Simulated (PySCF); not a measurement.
Computed with PBE-D3(BJ)/def2-TZVP // r2SCAN-D4/def2-TZVP (PySCF). All species are isolated molecules in the gas phase. One relaxed conformer stands for a flexible species; it need not be the lowest. Delta-SCF ions had no search for a lower state. Excitations are Tamm–Dancoff values on a coarser integration grid. The basis has no diffuse functions, so Rydberg states are missing or too high.

Reference species (SMILES): `O=[Si]([SiH3])[SiH3]` (neutral, multiplicity 1).

```
Property                                  Value
--------------------------------------  -------
vertical ionisation energy (Delta-SCF)  8.87 eV
S1 excitation (TDA)                     2.84 eV
```

Changed species: `[SiH2]=[SiH]O[SiH3]` (Si–Si–O–Si torsion 24°).

Task: What does the change do to the vertical ionisation energy (Delta-SCF) and S1 excitation (TDA)?

Result: the vertical ionisation energy (Delta-SCF) decreases by 1.01 eV, to 7.86 eV; the S1 excitation (TDA) increases by 0.82 eV, to 3.66 eV.
